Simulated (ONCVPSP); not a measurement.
PBE ONCV dataset for phosphorus, scalar-relativistic all-electron reference.

The input file (ONCVPSP 4.0.1):

```
# ATOM AND REFERENCE CONFIGURATION
# atsym  z   nc   nv     iexc    psfile
  P 15.00    3    2        4      upf
#
#   n    l    f
    1    0    2.00
    2    0    2.00
    2    1    6.00
    3    0    2.00
    3    1    3.00
#
# PSEUDOPOTENTIAL AND OPTIMIZATION
# lmax
    1
#
#   l,   rc,      ep,       ncon, nbas, qcut
    0    1.50    0.00    4    9    4.60
    1    1.45    0.00    5    9    4.90
#
# LOCAL POTENTIAL
# lloc, lpopt,  rc(5),   dvloc0
    4    5    1.35    2.00
#
# VANDERBILT-KLEINMAN-BYLANDER PROJECTORs
# l, nproj, debl
    0    2    4.00
    1    2    1.90
#
# MODEL CORE CHARGE
# icmod, fcfact, rcfact
    1    0.40    0.00
#
# LOG DERIVATIVE ANALYSIS
# epsh1, epsh2, depsh
   -2.00    5.00    0.02
#
# OUTPUT GRID
# rlmax, drl
    6.00    0.01
#
# TEST CONFIGURATIONS
# ncnf
    4
# nvcnf
#   n    l    f
    2
    3    0    2.00
    3    1    2.00
#
    2
    3    0    2.00
    3    1    1.00
#
    2
    3    0    2.00
    3    1    0.00
#
    2
    3    0    2.00
    3    1    2.50
#
```

Command:

```bash
oncvpsp.x < P.dat > P.out
```

Output (shortened: citation, most of the input echo, consistency checks and plot data are left out):

```
ONCVPSP  (Optimized Norm-Conservinng Vanderbilt PSeudopotential)
scalar-relativistic version 4.0.1

#   n    l    f        energy (Ha)
    1    0    2.00    -7.6591891E+01
    2    0    2.00    -6.3940627E+00
    2    1    6.00    -4.5750485E+00
    3    0    2.00    -5.1336413E-01
    3    1    3.00    -2.0237180E-01

Reference configufation results
  iterations    26
  all-electron total energy (Ha)   -3.41902143D+02

Begin loop to  construct optimized pseudo wave functions
and semi-local pseudopoentials for all angular momenta

   Wellstate for l =  0  n =  5
     eigenvalue =   3.4866
     asymptotic potential =   3.9866
     half-point radius =  2.8752

Calculating optimized projector #   1

 for l=   0

    Fraction of norm inside rc  0.322490
    Optimizing pswf for qcut=   4.61 a_B^-1,  ecut=  10.63 Ha
    Residual kinetic energy error=  5.71D-04 Ha

    Energy error per electron        Cutoff
         Ha          eV             Ha
         0.01000     0.27211        6.80
         0.00100     0.02721        9.87
         0.00010     0.00272       28.24
         0.00001     0.00027       91.85

Calculating optimized projector #   2

 for l=   0

    Fraction of norm inside rc  0.099784
    Optimizing pswf for qcut=   4.61 a_B^-1,  ecut=  10.63 Ha
    Residual kinetic energy error=  1.02D-02 Ha

    Energy error per electron        Cutoff
         Ha          eV             Ha
         0.01000     0.27211       10.70
         0.00100     0.02721       19.70
         0.00010     0.00272       60.13
         0.00001     0.00027      130.07

   Wellstate for l =  1  n =  5
     eigenvalue =   1.6976
     asymptotic potential =   2.1976
     half-point radius =  4.3142

Calculating optimized projector #   1

 for l=   1

    Fraction of norm inside rc  0.172098
    Optimizing pswf for qcut=   4.89 a_B^-1,  ecut=  11.98 Ha
    Residual kinetic energy error=  7.00D-04 Ha

    Energy error per electron        Cutoff
         Ha          eV             Ha
         0.01000     0.27211        3.01
         0.00100     0.02721        5.51
         0.00010     0.00272      105.18
         0.00001     0.00027      125.25

Calculating optimized projector #   2

 for l=   1

    Fraction of norm inside rc  0.099776
    Optimizing pswf for qcut=   4.89 a_B^-1,  ecut=  11.98 Ha
    Residual kinetic energy error=  1.50D-02 Ha

    Energy error per electron        Cutoff
         Ha          eV             Ha
         0.01000     0.27211       21.23
         0.00100     0.02721      128.23
         0.00010     0.00272      156.62
         0.00001     0.00027      171.58

Construct Vanderbilt / Kleinmman-Bylander projectors

B matrix Hermiticity error, ll=   0
   1   2   -2.3176E-04

  Orthonormal projector coefficients  5.3272E+00  6.6967E-01

B matrix Hermiticity error, ll=   1
   1   2   -6.6241E-05

  Orthonormal projector coefficients  2.4084E+03  1.1281E+00

Model core correction analysis
  based on d2Exc/dn_idn_j

d2excae - all-electron derivatives

   -1.483715D-02   -8.255598D-03
   -8.899519D-03   -5.024653D-03

d2excps - pseudofunction derivatives with no core correction

   -1.750123D-02   -1.000350D-02
   -1.051028D-02   -6.009239D-03

rms 2nd derivative error    1.851790E-03

Polynomial model core charge

d2excps - pseudofunction derivatives with core correction

   -1.549201D-02   -8.672118D-03
   -9.316094D-03   -5.233935D-03

rms 2nd derivative error    4.526775E-04

Pseudoatom total energy   -6.444797

Diagnostic tests using Vanderbilt-Kleinman-Bylander pseudopotentials
  1 or more projectors used as specified by nproj input data

   l    rcore       rmatch      e in        delta e   norm test  slope test

   0   1.5082044   1.5539967  -0.5133641  -0.0000030   1.0000298   0.9998824
   0   1.5082044   1.5539967   3.4866359   0.0000099   1.0002788   1.0002788

   1   1.4550312   1.4992091  -0.2023718   0.0000030   1.0000286   1.0000195
   1   1.4550312   1.4992091   1.6976282   0.0000131   1.0001548   1.0001548

 Testing for bound ghosts
   n   l    E NL Schr. Eq   E Basis Diag.   E Cutoff

   1   0       -0.513367       -0.503848    152.45

   2   1       -0.202369       -0.160574    185.48

 Testing for highly-localized positive-energy ghosts
       l    <radius>/rc     E Basis Diag.   E Cutoff

       0        0.909570        8.577694    152.45  WARNING - GHOST(+)

       1        0.337844       34.692747    185.48  WARNING - GHOST(+)

       1        0.366901       66.230985    185.48  WARNING - GHOST(+)

       1        0.822212      112.330839    185.48  WARNING - GHOST(+)

       1        0.604876     2480.178133    185.48  WARNING - GHOST(+)

Test configuration 0

   n   l     f        eae           eps        diff
   1   0  2.0000  -76.59189075
   2   0  2.0000   -6.39406272
   2   1  6.0000   -4.57504848
   3   0  2.0000   -0.51336413   -0.51336710   -2.96D-06
   3   1  3.0000   -0.20237180   -0.20236883    2.97D-06

    Total energies and differences
      AE_ref= -3.41902143D+02  AE_tst= -3.41902143D+02  dif=  0.00D+00
      PS_ref= -6.44479667D+00  PS_tst= -6.44479667D+00  dif=  3.55D-15
      PSP excitation error= -3.55D-15

Test configuration 1

   n   l     f        eae           eps        diff
   1   0  2.0000  -76.99054902
   2   0  2.0000   -6.78485345
   2   1  6.0000   -4.96658816
   3   0  2.0000   -0.85579034   -0.85562663    1.64D-04
   3   1  2.0000   -0.52239719   -0.52225862    1.39D-04

    Total energies and differences
      AE_ref= -3.41902143D+02  AE_tst= -3.41544589D+02  dif=  3.58D-01
      PS_ref= -6.44479667D+00  PS_tst= -6.08727117D+00  dif=  3.58D-01
      PSP excitation error=  2.82D-05

Test configuration 2

   n   l     f        eae           eps        diff
   1   0  2.0000  -77.48150135
   2   0  2.0000   -7.25895834
   2   1  6.0000   -5.44219278
   3   0  2.0000   -1.24787342   -1.24712440    7.49D-04
   3   1  1.0000   -0.89209700   -0.89139819    6.99D-04

    Total energies and differences
      AE_ref= -3.41902143D+02  AE_tst= -3.40840950D+02  dif=  1.06D+00
      PS_ref= -6.44479667D+00  PS_tst= -5.38396205D+00  dif=  1.06D+00
      PSP excitation error=  3.59D-04

Test configuration 3

   n   l     f        eae           eps        diff
   1   0  2.0000  -78.05541584
   2   0  2.0000   -7.80532563
   2   1  6.0000   -5.99094681
   3   0  2.0000   -1.67625132   -1.67415474    2.10D-03

    Total energies and differences
      AE_ref= -3.41902143D+02  AE_tst= -3.39748055D+02  dif=  2.15D+00
      PS_ref= -6.44479667D+00  PS_tst= -4.29231119D+00  dif=  2.15D+00
      PSP excitation error=  1.60D-03

Test configuration 4

   n   l     f        eae           eps        diff
   1   0  2.0000  -76.77876559
   2   0  2.0000   -6.57800579
   2   1  6.0000   -4.75928111
   3   0  2.0000   -0.67726367   -0.67721701    4.67D-05
   3   1  2.5000   -0.35518017   -0.35514168    3.85D-05

    Total energies and differences
      AE_ref= -3.41902143D+02  AE_tst= -3.41763421D+02  dif=  1.39D-01
      PS_ref= -6.44479667D+00  PS_tst= -6.30607489D+00  dif=  1.39D-01
      PSP excitation error= -5.99D-08
```

The run took about 4.2 s on one core of a shared server CPU.
